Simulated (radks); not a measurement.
Values are calculated unless marked as measured or tabulated.
Task: S, 16 electrons, occupied as [Ne] 3s2 3p2 4f2 (not the ground configuration). Code: a radial shooting solver on a logarithmic mesh with Libxc functionals. Model: non-relativistic Kohn-Sham, LDA (Slater exchange, Perdew-Wang correlation), spin-polarised, spherical densities, point nucleus; open shells are filled with parallel spins first. Some entries of the table are withheld. Estimate them.

| orbital | occ. | eigenvalue (eV) | <r^2> (bohr^2) | r(max) (bohr) |
|---|---|---|---|---|
| 1s up | 1 | -2409.358 | 0.01280 | 0.06390 |
| 1s down | 1 | -2408.969 | 0.01280 | 0.06389 |
| 2s up | 1 | -229.2755 | 0.2773 | 0.3910 |
| 2s down | 1 | -228.8364 | 0.2766 | 0.3911 |
| 2p up | 3 | -176.3838 | 0.2459 | 0.3256 |
| 2p down | 3 | -175.8398 | 0.2450 | 0.3258 |
| 3s up | 1 | -34.2168 | 2.857 | 1.368 |
| 3s down | 1 | -31.8152 | 2.909 | 1.367 |
| 3p up | 2 | -22.9993 | 3.590 | (1) |
| 3p down | 0 | -20.7317 | 3.737 | (2) |
| 3d up | 0 | -8.0419 | 6.926 | 1.847 |
| 4s up | 0 | -6.7176 | 20.35 | 3.744 |
| 3d down | 0 | -6.3221 | 8.211 | 1.957 |
| 4s down | 0 | -5.9526 | 21.21 | 3.841 |
| 4f up | 2 | (3) | 120.5 | 9.162 |
| 4f down | 0 | (4) | 178.1 | 10.85 |

Result: 
(1) 3p up r(max) (bohr): 1.487
(2) 3p down r(max) (bohr): 1.494
(3) 4f up eigenvalue (eV): -0.6907
(4) 4f down eigenvalue (eV): -0.2887
